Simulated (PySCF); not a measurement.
CH8N2OSi, SMILES CN[Si@@H](N)O. Geometry optimised at PBE-D3(BJ)/def2-SVP. The structure was generated by enumeration; whether it is a known compound was not checked. One conformer was computed; it need not be the lowest.

All values below come from PBE-D3(BJ)/def2-SVP (PySCF 2.14.0).

Harmonic wavenumbers (cm⁻¹): 84, 153, 192, 222, 258, 283, 325, 368, 396, 490, 710, 740, 770, 819, 850, 898, 943, 1057, 1105, 1145, 1351, 1397, 1413, 1452, 1476, 2108, 2908, 2967, 3033, 3509, 3515, 3619, 3772. Rotational constants (GHz): 6.279, 2.585, 2.017; symmetry number 1.

Work out the zero-point energy and the ideal-gas rigid-rotor harmonic-oscillator thermochemistry at 298.15 K and 1 atm.

ZPE = ½ Σ hcν = ½ × 44325 cm⁻¹ = 63.37 kcal/mol. H − E(el) = 69.09 kcal/mol. Entropy in cal/(mol K): translation 39.48, rotation 26.69, vibration 19.51, total 85.67. G − E(el) = 43.55 kcal/mol. Cp = 30.59 cal/(mol K). Modes under 150 cm⁻¹ make the vibrational entropy uncertain.
